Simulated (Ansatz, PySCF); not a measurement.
Se(F)4 cation (F4Se), SMILES F[Se](F)(F)F (connectivity only; charge and spin as stated), charge +1, multiplicity 2. Atoms are numbered in the order given.

```xyz
5

Se     0.0000     0.0000     0.1628
F      0.0000     1.7339     0.4457
F      1.2886     0.0000    -0.9102
F      0.0000    -1.7339     0.4457
F     -1.2886     0.0000    -0.9102
```
Charge +1, spin multiplicity 2.

Geometry optimised at B3LYP-D3(BJ)/def2-SVP. The spin state was assumed, not searched. The isomer is the one that the SMILES or the coordinates give; other isomers of the formula were not compared.

Two levels are set side by side: PBE-D3(BJ)/def2-SVP (Ansatz, a program for electronic structure) and B3LYP-D3(BJ)/def2-SVP (Ansatz). Each level has its own optimised geometry; the coordinates shown are those of the second. Frequencies come from the Hessian of PySCF at each geometry. Differences are taken from unrounded values.

```tsv
quantity	B3LYP-D3(BJ)
mean bond length (Å)	1.717
bond Se1–F2 (Å)	1.757
bond Se1–F3 (Å)	1.677
bond Se1–F4 (Å)	1.757
bond Se1–F5 (Å)	1.677
highest harmonic wavenumber (cm⁻¹)	789
mean harmonic wavenumber (cm⁻¹)	437
zero-point energy (kcal/mol)	5.62
```

Problem. What does PBE-D3(BJ) give, and how far is it from B3LYP-D3(BJ)? (The exact figures need the calculation; the answer reports its results.)

Solution. 
```csv
quantity,PBE-D3(BJ),PBE-D3(BJ) minus B3LYP-D3(BJ)
mean bond length (Å),1.734,0.017
bond Se1–F2 (Å),1.770,0.013
bond Se1–F3 (Å),1.698,0.021
bond Se1–F4 (Å),1.770,0.013
bond Se1–F5 (Å),1.698,0.021
highest harmonic wavenumber (cm⁻¹),751,-38
mean harmonic wavenumber (cm⁻¹),422,-15
zero-point energy (kcal/mol),5.43,-0.19
```

Exact exchange shortens and stiffens bonds; PBE has none. Differences between two approximate levels are no errors against the true value.
